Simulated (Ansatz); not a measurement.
The cluster In5⁺. The state is a singlet with charge 1. Geometry relaxed at PBE-D4/def2-SVP.

```xyz
5

In   -2.442    0.741    1.785
In   -2.035    0.833   -1.326
In    0.764   -0.227   -0.590
In    3.295   -1.003   -2.342
In    0.418   -0.344    2.474
```

In the def2 sets In takes a core potential; there is no spin–orbit coupling. The restricted singlet is unstable towards broken spin symmetry at other levels; at PBE-D4/def2-SVP this wasn't settled. At PBE0-D4/def2-TZVP a triplet of charge 1 lies 0.24 eV below the restricted singlet, each at its own geometry. The structure comes from a short search, and lower isomers may exist.

(1) Estimate the harmonic wavenumbers at RKS PBE-D4/def2-SVP (Ansatz, unscaled). Is this a minimum?

Results:

(1) 8, 20, 34, 46, 72, 89, 94, 102, 124 cm⁻¹. Yes, no mode is imaginary beyond noise. Zero-point energy 3.5 kJ/mol. Run time 37 s (4 threads of Arm Neoverse V2 on a shared host).
